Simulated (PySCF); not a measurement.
Choosing a basis for TDDFT

Compound: CH8GeOSSi.
Structure used (PBE0-D3(BJ)/def2-SVP), in Å, numbered top down from 1:
```xyz
13
CH8GeOSSi angstrom
C      2.071    0.868   -0.401
S      1.644   -0.614    0.573
Si     0.492   -1.677   -0.884
O     -0.899   -0.861   -1.257
Ge    -2.031    0.007   -0.176
H      1.171    1.385   -0.760
H      2.623    1.542    0.268
H      2.714    0.609   -1.253
H      1.257   -1.831   -2.153
H      0.220   -2.997   -0.244
H     -1.417    1.374    0.169
H     -2.265   -0.835    1.091
H     -3.319    0.165   -0.995
```

TDDFT with PBE0 (PySCF), vertical singlets, core orbitals frozen in the response, spherical d and f functions. One conformer (not necessarily the lowest) at the PBE0-D3(BJ)/def2-SVP geometry, without solvent, vibrations or thermal averaging. The PBE0/6-31G* calculation is non-relativistic and has no spin–orbit coupling, an omission that weighs most on germanium.

Task: Compare 6-31G*, def2-SVP, def2-SVPD and def2-TZVP for this molecule.

Result: 

| basis | functions | diffuse | S1 (eV) | S2 (eV) | S3 (eV) | S4 (eV) | S5 (eV) | LUMO (eV) | α (au) |
| --- | --- | --- | --- | --- | --- | --- | --- | --- | --- |
| 6-31G* | 112 | no | 5.89 | 6.36 | 6.80 | 6.87 | 7.13 | 0.01 | 75.1 |
| def2-SVP | 136 | no | 6.02 | 6.49 | 6.96 | 7.01 | 7.27 | 0.14 | 78.2 |
| def2-SVPD | 196 | yes | 5.70 | 6.03 | 6.25 | 6.68 | 6.77 | -0.27 | 93.2 |
| def2-TZVP | 232 | no | 5.71 | 6.12 | 6.56 | 6.77 | 7.07 | -0.14 | 88.4 |

States are compared by their number. Against the only diffuse basis here (def2-SVPD, itself not a converged limit), sets without diffuse functions differ by up to 0.32 eV in S1 and 0.49 eV in S5. State by state, the largest deviation of a set without diffuse functions is S1 0.32, S2 0.45, S3 0.72, S4 0.33, S5 0.49 eV. The same number needn't mean the same state in each row. Against def2-SVPD the polarisability deviates by -19% in 6-31G*, -16% in def2-SVP, -5% in def2-TZVP.
